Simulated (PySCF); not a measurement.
Vertical excitations of a molecule C2H8FNOSi from TDDFT-PBE/def2-SVPD (PySCF), as energy in eV (oscillator strength): 5.06 (0.011), 5.58 (0.014), 5.79 (0.040), 6.60 (0.046), 6.72 (0.046), 6.89 (0.035), 7.02 (0.018), 7.32 (0.028), 7.55 (0.019), 7.68 (0.023). Lowest triplet (TDA): 4.94 eV. The structure is a stationary point at PBE0-D3(BJ)/def2-SVP. The values are those of a single conformer.

Identify the compound among the candidates.
A) CN(C)[SiH](O)F
B) CCO[Si@@H](N)F
C) CO[Si@@H](N)CF
D) COC[Si@@H](N)F

A, CN(C)[SiH](O)F
